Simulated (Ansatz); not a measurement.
Reaction (substitution at a C–C bond): `BCC(C)N` + `C[CH2][Ge][OH]` → `C[CH2][Ge][O]C` + `BCCN`

Calculated with Ansatz (gas phase, PBE0-D4/def2-TZVP geometries, no zero-point term in ΔE). CBS: MP2 limit from def2 TZ/QZ plus the TZ coupled-cluster correction, frozen cores. Functionals use def2-TZVPP. For Ge outer-core shells are correlated without core-valence functions, which leaves a few kJ/mol of doubt a bond. Scalar relativity is left out up to krypton. Each species was taken in one conformer, which may not be the lowest.

| level | ΔE (kcal/mol) |
| --- | --- |
| PBE-D4 | 14.2 |
| PBE0 | 14.3 |
| MP2/def2-TZVPP | 16.4 |
| SCS-MP2/def2-QZVPP | 15.1 |

Question: What does CCSD(T)/CBS give? (Best estimate.)

Answer: The calculation gave: +15.6 kcal/mol. The listed levels differ from it by -1.4, -1.3, 0.8, -0.5 kcal/mol.

Largest T1 diagnostic among the species: 0.014.

In def2-TZVPP, CCSD(T) changes the Hartree–Fock value by +3.6 kcal/mol (the triples alone add +0.3 kcal/mol) and MP2 by +4.8 kcal/mol. The D4 term adds +1.0 kcal/mol with B3LYP and +0.5 kcal/mol with PBE0; it sums over pairs of atoms, weighted by their polarisabilities, and B3LYP, whose exchange is more repulsive, gets the larger term.

B3LYP here is the variant with VWN-RPA as its local correlation; programs differ in this.
